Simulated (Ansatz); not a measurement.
Phenacyltetrahydrothiophenium tetrafluoroborate, `F[B-](F)(F)F.O=C(C[S+]1CCCC1)c1ccccc1`, 34 atoms. Hardware: 2 threads of AMD EPYC 7R13 on a shared host and a share (18 GiB) of an NVIDIA H100 80GB HBM3.

Correlated methods freeze 23 core orbitals. Single mean-field runs in def2-TZVP are fitted with def2-universal-jkfit.

Problem. How many basis functions does each of these Ansatz runs have, and roughly what does it cost? PBE-D4/def2-SVP, charge 0 singlet, relaxation, 22 steps; PBE-D4/def2-TZVP, charge -1 doublet, energy, from earlier orbitals; LDA (SPW92)/def2-TZVP, charge 0 singlet, energy, from earlier orbitals; LC-ωPBE (ω = 0.20 bohr⁻¹)/def2-SVP, charge 1 doublet at the geometry of the charge 0 singlet, energy, from earlier orbitals; PBE-D4/def2-SVP, charge 0 singlet, energy, from earlier orbitals; LC-ωPBE (ω = 0.15 bohr⁻¹)/def2-SVP, charge 0 singlet, energy, from earlier orbitals; PBE0-D4/def2-TZVP, charge 0 singlet, energy, from earlier orbitals; PBE0-D4/def2-TZVP, charge 1 doublet at the geometry of the charge 0 singlet, energy; PBE0-D4/def2-TZVP, charge -1 doublet at the geometry of the charge 0 singlet, energy; PBE0-D4/def2-TZVP, charge -1 doublet, energy, from earlier orbitals; RPA@PBE/def2-SVP, charge 0 singlet, energy, from earlier orbitals; HF/STO-3G, charge 0 singlet, energy.

Solution. Other jobs shared the machine, so times can vary by a factor of up to 3. A dash marks memory too small to be measured apart from the calling script's.

| run | functions | fitting or Cholesky vectors | wall time | peak host memory (GiB) |
| --- | --- | --- | --- | --- |
| HF/STO-3G, charge 0 singlet, energy | 114 | 1625 | 1.6 s | – |
| PBE-D4/def2-SVP, charge 0 singlet, energy, from earlier orbitals | 345 | 3860 | 2.4 s | – |
| LC-ωPBE (ω = 0.15 bohr⁻¹)/def2-SVP, charge 0 singlet, energy, from earlier orbitals | 345 | 3860 | 2.7 s | – |
| LDA (SPW92)/def2-TZVP, charge 0 singlet, energy, from earlier orbitals | 685 | 1758 | 2.9 s | – |
| PBE0-D4/def2-TZVP, charge 0 singlet, energy, from earlier orbitals | 685 | 1758 | 2.9 s | – |
| RPA@PBE/def2-SVP, charge 0 singlet, energy, from earlier orbitals | 345 | 3480 | 3.9 s | 1.7 |
| PBE0-D4/def2-TZVP, charge -1 doublet, energy, from earlier orbitals | 685 | 1758 | 6 s | 1.1 |
| PBE0-D4/def2-TZVP, charge -1 doublet at the geometry of the charge 0 singlet, energy | 685 | 1758 | 6 s | 1.3 |
| PBE-D4/def2-TZVP, charge -1 doublet, energy, from earlier orbitals | 685 | 1758 | 8 s | 1.1 |
| LC-ωPBE (ω = 0.20 bohr⁻¹)/def2-SVP, charge 1 doublet at the geometry of the charge 0 singlet, energy, from earlier orbitals | 345 | 3860 | 11 s | – |
| PBE0-D4/def2-TZVP, charge 1 doublet at the geometry of the charge 0 singlet, energy | 685 | 1758 | 33 s | 1.3 |
| PBE-D4/def2-SVP, charge 0 singlet, relaxation, 22 steps | 345 | 3860 | 66 s | – |
